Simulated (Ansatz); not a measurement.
`NCC1O[SiH2]1`, relaxed with RKS PBE-D4/def2-SVP in Ansatz from a rough embedded geometry. The force threshold is 0.03 eV/Å; the program also tests the step.

Total charge 0; spin multiplicity 1.

Start:

```xyz
12

N     1.823    0.919   -0.161
C     0.680    0.553    0.593
C    -0.048   -0.534   -0.114
O    -0.884   -0.224   -1.149
Si   -1.894   -0.643    0.014
H     1.472    1.164   -1.160
H     2.398    0.072   -0.369
H     0.040    1.408    0.764
H     1.066    0.193    1.582
H     0.513   -1.498   -0.112
H    -2.622    0.522    0.488
H    -2.544   -1.932   -0.375
```

(1) How much energy does the relaxation release, and in how many steps? (An estimate is asked.)

(2) Which bonds change most? (An estimate is asked.)

(3) Give the relaxed structure. (An estimate is asked.)

Results:

(1) Ansatz gave: 19.09 kcal/mol, in 7 steps, 1 of them rejected.

(2) Ansatz gave: O4–Si5 from 1.597 to 1.717 Å; C3–O4 from 1.367 to 1.483 Å; N1–H6 from 1.087 to 1.030 Å; N1–C2 from 1.417 to 1.460 Å.

(3) Ansatz gave: 
```xyz
12

N     1.826    0.978   -0.240
C     0.740    0.517    0.620
C    -0.081   -0.616    0.027
O    -0.734   -0.240   -1.250
Si   -1.922   -0.640   -0.076
H     1.426    1.192   -1.165
H     2.487    0.206   -0.405
H     0.077    1.383    0.838
H     1.154    0.188    1.599
H     0.475   -1.575   -0.067
H    -2.743    0.496    0.449
H    -2.705   -1.890   -0.328
```
